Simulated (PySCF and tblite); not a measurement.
Results of a calculation; reference values are marked as such.
# Conformer ensemble of C₅H₁₀OS, numbered as in [O:1]=[S:2]1[CH2:3][CH2:4][CH2:5][CH2:6][CH2:7]1

Geometries PBE0-D3(BJ)/def2-SVP; weights from PBE0-D3(BJ)/def2-TZVP energies and GFN2-xTB thermal corrections, with symmetry numbers and mirror pairs. Conformers within 4 kcal/mol (GFN2-xTB free energy) were kept, 5 at most. GIAO shieldings: PBE0/pcSseg-1. Shifts are against TMS (¹H), TMS (¹³C) at the same level; of two unlike H on one atom, a is the less shielded. Programs: PySCF with density fitting and tblite.

The 6-ring runs over atoms 2–3–4–5–6–7. Of a mirror pair one member is shown.

| conformer | shape | symmetry | E(GFN2) kcal/mol | E(DFT) kcal/mol | G(298.15 K) kcal/mol | weight % | dipole D |
| --- | --- | --- | --- | --- | --- | --- | --- |
| 1 | 6-ring chair (O1 axial) | Cs | 0.00 | 0.00 | 0.00 | 72.2 | 3.84 |
| 2 | 6-ring chair (all substituents equatorial) | Cs | 0.91 | 0.76 | 0.57 | 27.8 | 4.62 |
| 3 | 6-ring twist-boat (ring torsions -68, 37, 34, -74, 38, 26°) | C1 (pair) | 3.95 | 5.22 | 4.64 | 0.0 | 4.25 |

Weights (%) against temperature:

```json
{"T (K)": "180", "1": "85.2", "2": "14.8", "3": "0.0", "S(mix) cal/mol/K": "0.83"}
{"T (K)": "230", "1": "78.9", "2": "21.1", "3": "0.0", "S(mix) cal/mol/K": "1.02"}
{"T (K)": "298.15", "1": "72.2", "2": "27.8", "3": "0.0", "S(mix) cal/mol/K": "1.18"}
{"T (K)": "330", "1": "69.7", "2": "30.2", "3": "0.1", "S(mix) cal/mol/K": "1.23"}
{"T (K)": "400", "1": "65.4", "2": "34.4", "3": "0.2", "S(mix) cal/mol/K": "1.31"}
```

Averaged shifts at 298.15 K. ¹H: 2.46 (H4a/H6a, 2H), 2.37 (H3a/H7a, 2H), 2.12 (H3b/H7b, 2H), 1.46 (H5a, 1H), 1.34 (H4b/H6b, 2H), 1.20 (H5b, 1H) ppm. ¹³C: 52.7 (C3/C7), 27.3 (C5), 18.3 (C4/C6) ppm.

Coordinates of conformer 1 (Å):

```xyz
17

O     0.935    2.178   -0.566
S     0.942    1.459    0.759
C    -0.794    0.946    1.054
C    -1.374    0.284   -0.183
C    -0.663   -1.017   -0.547
C     0.831   -0.824   -0.793
C     1.554   -0.233    0.403
H    -1.321    1.878    1.309
H    -0.796    0.292    1.942
H    -2.449    0.103   -0.025
H    -1.284    1.002   -1.015
H    -1.129   -1.449   -1.446
H    -0.809   -1.755    0.263
H     1.304   -1.782   -1.063
H     0.982   -0.137   -1.643
H     1.432   -0.826    1.326
H     2.631   -0.106    0.215
```

Coordinates of conformer 2 (Å):

```xyz
17

O     1.028    2.876    0.388
S     0.595    1.525    0.879
C    -1.013    1.167    0.087
C    -1.429   -0.286    0.259
C    -0.469   -1.259   -0.420
C     0.964   -1.119    0.083
C     1.517    0.286   -0.100
H    -0.887    1.461   -0.969
H    -1.720    1.870    0.553
H    -1.492   -0.518    1.336
H    -2.448   -0.415   -0.141
H    -0.489   -1.086   -1.510
H    -0.818   -2.292   -0.263
H     1.010   -1.389    1.153
H     1.622   -1.832   -0.440
H     2.560    0.380    0.237
H     1.462    0.642   -1.142
```

Shifts are unscaled: against experiment ¹³C can be off by 15 ppm or more and ¹H by 0.8 ppm.

Search and properties took 2.3 min on 1 thread of Arm Neoverse V1 (shared host) (rough), launched as `OMP_NUM_THREADS=1 python ens_run.py task.json out`.
